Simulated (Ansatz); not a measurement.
Consider the germylene formation by 1,1-elimination: `O=[CH][GeH2][Cl]` → `C=O` + `[Cl][GeH]`.

Computed with Ansatz on PBE0-D4/def2-TZVP structures; ΔE is electronic, products minus reactants. CBS: MP2 limit from def2 TZ/QZ plus the TZ coupled-cluster correction, frozen cores. This one scheme is used for every species. Functionals use def2-TZVPP. For Ge outer-core shells are correlated without core-valence functions, which leaves a few kJ/mol of doubt a bond. Scalar relativity is left out up to krypton. Each species was taken in one conformer, which may not be the lowest.

`O=[CH][GeH2][Cl]`:

```xyz
7

O    -1.107    1.548    1.027
C    -0.089    1.035    0.665
Ge   -0.113   -0.657   -0.416
Cl    1.951   -1.149   -0.803
H     0.904    1.474    0.913
H    -0.735   -1.811    0.379
H    -0.811   -0.441   -1.764
```

`C=O`:

Cartesian coordinates in Å:
```
C 0.001 0.003 0.004
O -0.183 -0.770 -0.889
H -0.397 1.038 -0.024
H 0.579 -0.271 0.909
```

`[Cl][GeH]`:

Z-matrix (Å, degrees):
```
Ge
Cl 1 2.183
H 1 1.600 2 93.7
```

```csv
level,ΔE (kcal/mol)
revPBE-D4,20.0
CCSD(T)/def2-SVP,21.0
```

(1) What does CCSD(T)/CBS give? (Estimate.)

(2) What do rigid-rotor, harmonic-oscillator terms from PBE0-D4/def2-TZVP frequencies (298.15 K, 1 bar) make of the CCSD(T)/CBS value? (Estimate.)

Largest T1 diagnostic among the species: 0.015.

Answers

(1) Ansatz gave: +21.6 kcal/mol. The listed levels differ from it by -1.6, -0.6 kcal/mol.

(2) Ansatz gave: ΔZPE = -0.9 kcal/mol, ΔH = +21.5 kcal/mol, ΔS = 145 J/(mol·K), ΔG = +11.1 kcal/mol. Modes under 50 cm⁻¹ make the entropy rough.

From PBE to PBE0 (25 % exact exchange), in def2-TZVPP and without D4, ΔE moves by +2.4 kcal/mol. In def2-TZVPP, CCSD(T) changes the Hartree–Fock value by +7.2 kcal/mol (the triples alone add +1.0 kcal/mol) and MP2 by +9.9 kcal/mol. The D4 term adds +2.5 kcal/mol with B3LYP and +1.4 kcal/mol with PBE0; it sums over pairs of atoms, weighted by their polarisabilities, and B3LYP, whose exchange is more repulsive, gets the larger term.

B3LYP here is the variant with VWN-RPA as its local correlation; programs differ in this.
